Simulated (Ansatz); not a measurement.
CF2 (SMILES F[C]F) moved off its minimum; all values from Ansatz (a quantum-chemistry and plane-wave program), cores frozen in correlated methods. Open shells are unrestricted.
(charge 0, multiplicity 3)
```xyz
3

F     -1.05360    -0.18663     0.04434
C     -0.08926     0.45324     0.00344
F      1.19202    -0.15630    -0.03955
```

Forces at HF/def2-TZVPP (eV/Å):

```csv
atom,Fx,Fy,Fz
F1,-8.055,-5.741,0.345
C2,11.330,4.481,-0.457
F3,-3.275,1.260,0.112
```

Q: Give the forces (eV/Å), the total energy and the dipole at CCSD(T)/aug-cc-pVTZ.

A: 
| atom | Fx | Fy | Fz |
|---|---|---|---|
| F1 | -9.144 | -6.254 | 0.389 |
| C2 | 11.162 | 5.434 | -0.458 |
| F3 | -2.019 | 0.820 | 0.069 |
Energy -237.3166 hartree, dipole 1.21 D.
